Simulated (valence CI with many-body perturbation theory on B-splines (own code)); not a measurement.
# E1 line list for Rh40+

Method: relativistic CI+MBPT: three valence electrons over a frozen Dirac-Fock core [He], a basis of 11 s, 11 p, 9 d, 7 f, 5 g, 2 h, 1 i functions for each j, with the one-electron correlation potential Σ1 (screened to all orders), the two-electron term Σ2, the three-electron term Σ3, Breit, model QED; selected single and double excitations, second order for the rest (own B-spline code, finite nucleus).

The last digits are not significant, and no measured levels were compared; by estimate large intervals hold to a few tenths of a per cent, small ones and those within an open d or f shell to about a per cent.

Lines 51 to 100 of 273 in falling wavelength, among levels below 32208 × 10³ cm⁻¹, chosen from the strongest by gf and those to the six lowest levels. Wavelengths and rates use the calculated energies. Electric multipoles are in the length gauge, E1 and E2 with the static RPA response of the core. Weak lines are less certain than strong ones. Lines between different terms over intervals too small for the method are left out, as are lines whose strength nearly cancels. The highest levels of a list are the least certain.

Levels are named by their leading jj configuration (3d3/2^4 stands for four electrons in 3d with j = 3/2), which in mixed levels can hold well under half, so a name can repeat and another be missing. Letters in brackets count levels of one name in rising energy.

```csv
λ vac (nm),Upper,Lower,A (s⁻¹),S (a.u.) with core polarisation,S without
6.954,(2p1/2^2 2p3/2) J=3/2,(2s 2p1/2 2p3/2) J=5/2,3.38e+10,2.25e-02,2.25e-02
6.081,(2p1/2^2 2p3/2) J=3/2,(2s 2p1/2 2p3/2) J=3/2 [a],1.35e+10,6.02e-03,6.03e-03
4.632,(2s 2p3/2^2) J=5/2,(2s^2 2p3/2) J=3/2,4.17e+10,1.23e-02,1.23e-02
4.578,(2p1/2 2p3/2^2) J=3/2,(2s 2p1/2 2p3/2) J=1/2,9.12e+10,1.73e-02,1.73e-02
4.516,(2p1/2 2p3/2^2) J=3/2,(2s 2p1/2 2p3/2) J=3/2 [b],2.25e+10,4.09e-03,4.10e-03
4.272,(2p3/2^3) J=3/2,(2s 2p3/2^2) J=3/2,2.78e+11,4.28e-02,4.29e-02
4.258,(2p1/2 2p3/2^2) J=5/2,(2s 2p1/2 2p3/2) J=3/2 [b],1.01e+11,2.30e-02,2.31e-02
4.248,(2p1/2 2p3/2 3d5/2) J=9/2,(2s 2p1/2 3d5/2) J=7/2,7.53e+10,2.85e-02,2.85e-02
4.231,(2p1/2 2p3/2 3d5/2) J=7/2,(2s 2p1/2 3d5/2) J=5/2 [a],7.88e+10,2.36e-02,2.36e-02
4.228,(2p1/2 2p3/2 3p3/2) J=7/2,(2s 2p1/2 3p3/2) J=5/2,9.80e+10,2.92e-02,2.93e-02
4.201,(2p1/2 2p3/2 3p3/2) J=5/2 [a],(2s 2p1/2 3p3/2) J=3/2 [a],9.05e+10,1.99e-02,1.99e-02
4.171,(2s 2p3/2 3d5/2) J=7/2 [b],(2s^2 3d5/2) J=5/2,1.43e+11,4.10e-02,4.11e-02
4.156,(2p1/2 2p3/2 3d3/2) J=7/2,(2s 2p1/2 3d3/2) J=5/2,6.94e+10,1.97e-02,1.97e-02
4.127,(2p1/2 2p3/2 3p1/2) J=3/2 [b],(2s 2p1/2 3p1/2) J=1/2 [b],1.06e+11,1.47e-02,1.47e-02
4.115,(2s 2p3/2 3p3/2) J=5/2 [b],(2s^2 3p3/2) J=3/2,1.44e+11,2.97e-02,2.98e-02
4.110,(2p1/2 2p3/2 3d3/2) J=3/2 [a],(2s 2p1/2 3d3/2) J=3/2 [a],1.04e+11,1.42e-02,1.43e-02
4.106,(2s 2p3/2 3d3/2) J=5/2 [b],(2s^2 3d3/2) J=3/2,1.34e+11,2.75e-02,2.76e-02
4.098,(2p1/2 2p3/2 3p1/2) J=5/2,(2s 2p1/2 3p1/2) J=3/2,9.75e+10,1.99e-02,1.99e-02
4.071,(2p1/2 2p3/2 3s) J=5/2,(2s 2p1/2 3s) J=3/2,1.13e+11,2.27e-02,2.27e-02
4.056,(2s 2p3/2 3s) J=1/2,(2s^2 3s) J=1/2,2.06e+11,1.36e-02,1.36e-02
4.041,(2s 2p3/2 3d5/2) J=5/2 [b],(2s^2 3d5/2) J=5/2,1.84e+11,3.59e-02,3.59e-02
4.040,(2s 2p3/2 3p1/2) J=3/2 [b],(2s^2 3p1/2) J=1/2,1.76e+11,2.29e-02,2.29e-02
4.028,(2s 2p3/2 3s) J=3/2 [b],(2s^2 3s) J=1/2,1.91e+11,2.46e-02,2.47e-02
4.023,(2s 2p3/2 3d3/2) J=3/2 [b],(2s^2 3d3/2) J=3/2,1.13e+11,1.46e-02,1.46e-02
4.004,(2s 2p3/2 3d5/2) J=3/2 [b],(2s^2 3d5/2) J=5/2,2.22e+11,2.81e-02,2.82e-02
3.927,(2p1/2 2p3/2^2) J=3/2,(2s 2p1/2 2p3/2) J=5/2,2.15e+10,2.57e-03,2.57e-03
3.926,(2s 2p1/2 2p3/2) J=3/2 [b],(2s^2 2p1/2) J=1/2,1.82e+11,2.17e-02,2.17e-02
3.880,(2s 2p1/2 2p3/2) J=1/2,(2s^2 2p1/2) J=1/2,2.71e+11,1.56e-02,1.56e-02
3.844,(2p1/2 2p3/2^2) J=1/2,(2s 2p1/2 2p3/2) J=3/2 [b],2.67e+11,1.50e-02,1.50e-02
3.792,(2s 2p3/2^2) J=1/2,(2s^2 2p3/2) J=3/2,2.28e+11,1.23e-02,1.23e-02
3.779,(2s 2p3/2^2) J=3/2,(2s^2 2p3/2) J=3/2,3.61e+11,3.84e-02,3.85e-02
3.766,(2p1/2^2 2p3/2) J=3/2,(2s 2p1/2^2) J=1/2,1.29e+11,1.36e-02,1.36e-02
3.730,(2p1/2 2p3/2^2) J=5/2,(2s 2p1/2 2p3/2) J=5/2,1.25e+11,1.92e-02,1.93e-02
3.632,(2p1/2 2p3/2^2) J=3/2,(2s 2p1/2 2p3/2) J=3/2 [a],1.53e+11,1.45e-02,1.45e-02
2.672,(2p3/2^3) J=3/2,(2s 2p1/2 2p3/2) J=3/2 [b],1.06e+10,4.00e-04,4.01e-04
2.657,(2p1/2 2p3/2^2) J=3/2,(2s 2p1/2^2) J=1/2,7.71e+09,2.85e-04,2.86e-04
2.533,(2s 2p3/2^2) J=3/2,(2s^2 2p1/2) J=1/2,1.16e+10,3.74e-04,3.75e-04
0.3899,(2s^2 3p1/2) J=1/2,(2s 2p1/2 2p3/2) J=3/2 [b],9.08e+11,5.31e-05,5.30e-05
0.3848,(2s 2p1/2 3s) J=1/2 [a],(2s 2p1/2 2p3/2) J=3/2 [b],1.27e+12,7.13e-05,7.10e-05
0.3847,(2s^2 3p3/2) J=3/2,(2s 2p1/2 2p3/2) J=3/2 [b],3.84e+11,4.32e-05,4.30e-05
0.3825,(2s 2p1/2 3s) J=3/2,(2s 2p1/2 2p3/2) J=3/2 [b],1.84e+12,2.03e-04,2.03e-04
0.3813,(2s 2p1/2 3s) J=1/2 [b],(2s 2p1/2 2p3/2) J=3/2 [b],1.17e+13,6.42e-04,6.40e-04
0.3809,(2p1/2 2p3/2 3s) J=5/2,(2p1/2 2p3/2^2) J=5/2,9.38e+12,1.53e-03,1.53e-03
0.3803,(2p1/2 2p3/2 3s) J=3/2 [b],(2p1/2 2p3/2^2) J=5/2,1.13e+13,1.23e-03,1.22e-03
0.3799,(2s^2 3p3/2) J=3/2,(2s 2p1/2 2p3/2) J=5/2,5.49e+12,5.94e-04,5.92e-04
0.3793,(2s 2p3/2 3s) J=5/2,(2s 2p3/2^2) J=5/2,7.92e+12,1.28e-03,1.28e-03
0.3777,(2s 2p1/2 3s) J=3/2,(2s 2p1/2 2p3/2) J=5/2,1.19e+13,1.26e-03,1.26e-03
0.3775,(2s 2p3/2 3s) J=3/2 [a],(2s 2p3/2^2) J=5/2,1.86e+13,1.97e-03,1.96e-03
0.3770,(2s 2p1/2 3s) J=1/2 [a],(2s 2p1/2 2p3/2) J=3/2 [a],2.12e+13,1.12e-03,1.12e-03
0.3769,(2s^2 3s) J=1/2,(2s^2 2p3/2) J=3/2,2.13e+13,1.13e-03,1.12e-03
```
